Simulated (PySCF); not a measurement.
Compound: C5H9ClO2.
Z-matrix (Å and degrees, GFN2-xTB geometry), rows numbered from 1:
```
Cl
C   1  1.7721
C   2  1.5231  1  110.21
C   3  1.5316  2  112.78  1   -66.49
C   4  1.5292  3  107.92  2  -172.08
O   5  1.4157  4  110.37  3    53.57
C   6  1.3907  5  111.22  4   -56.87
O   7  1.3984  6  113.43  5    60.34
H   2  1.0895  1  107.98  3  -120.85
H   2  1.0894  1  108.04  3   120.41
H   3  1.1049  2  109.52  1    55.33
H   4  1.0914  3  108.84  2   -53.71
H   4  1.0889  3  110.51  2    66.57
H   5  1.1018  4  109.86  3   -67.33
H   5  1.0904  4  111.56  3   171.25
H   7  1.0914  6  107.17  5   177.77
H   7  1.1113  6  109.86  5   -62.43
```

The closed-shell SCF was solved with PySCF and density fitting under several settings on one GFN2-xTB geometry (grid level 2 and gas phase unless stated).

```csv
settings,basis functions,SCF cycles,E (Eh),HOMO (eV),LUMO (eV),dipole (D)
"PBE0/IGLO-II, damping 0.2 at the start, DIIS from the seventh cycle",243,15,-806.1003,-7.84,0.99,0.78
"wB97X-D/def2-SVPD, grid level 4, energy threshold 1e-07 Eh",245,9,-806.1025,-9.91,2.23,0.88
```

Question: Estimate the row for these settings: PBE0/def2-SVPD, grid level 3, fitting basis def2-qzvpp-jkfit.

Answer: 
```csv
settings,basis functions,SCF cycles,E (Eh),HOMO (eV),LUMO (eV),dipole (D)
"PBE0/def2-SVPD, grid level 3, fitting basis def2-qzvpp-jkfit",245,10,-805.6760,-8.00,0.51,0.86
```

Question: Over all rows, what range does the HOMO–LUMO gap span?

Answer: From 8.51 eV (PBE0/def2-SVPD, grid level 3, fitting basis def2-qzvpp-jkfit) to 12.14 eV (wB97X-D/def2-SVPD, grid level 4, energy threshold 1e-07 Eh). The functional of the narrowest has 25 % exact exchange, that of the widest range-separated exact exchange.

Question: And the dipole moment?

Answer: From 0.78 D (PBE0/IGLO-II, damping 0.2 at the start, DIIS from the seventh cycle) to 0.88 D (wB97X-D/def2-SVPD, grid level 4, energy threshold 1e-07 Eh); the largest is 1.13 times the smallest, and the median is 0.86 D.

Question: Compare two rows with the functional PBE0: PBE0/IGLO-II, damping 0.2 at the start, DIIS from the seventh cycle and PBE0/def2-SVPD, grid level 3, fitting basis def2-qzvpp-jkfit. Which energy is lower, and by how much?

Answer: PBE0/IGLO-II, damping 0.2 at the start, DIIS from the seventh cycle (243 functions) lies 0.4243 Eh or 266 kcal/mol below PBE0/def2-SVPD, grid level 3, fitting basis def2-qzvpp-jkfit (245 functions). The smaller set gives the lower energy; the two sets aren't nested, so the variational bound doesn't order them by size.

Whole jobs, the steps after the SCF included, on Arm Neoverse V1, one thread, shared host:

```
                                                           settings                                                work after the SCF  wall time  peak memory
PBE0/IGLO-II, damping 0.2 at the start, DIIS from the seventh cycle   shieldings, ring-centre shieldings, charges and field gradients       42 s      1.1 GiB
         wB97X-D/def2-SVPD, grid level 4, energy threshold 1e-07 Eh         1 singlet by TDA, 5 Tamm–Dancoff triplets, polarisability       68 s      1.2 GiB
       PBE0/def2-SVPD, grid level 3, fitting basis def2-qzvpp-jkfit  1 singlet by full TDDFT, 5 Tamm–Dancoff triplets, polarisability       49 s     0.95 GiB
```

wB97X-D ran without the empirical dispersion term, which would shift the total energy alone.

One conformer stands for the species.
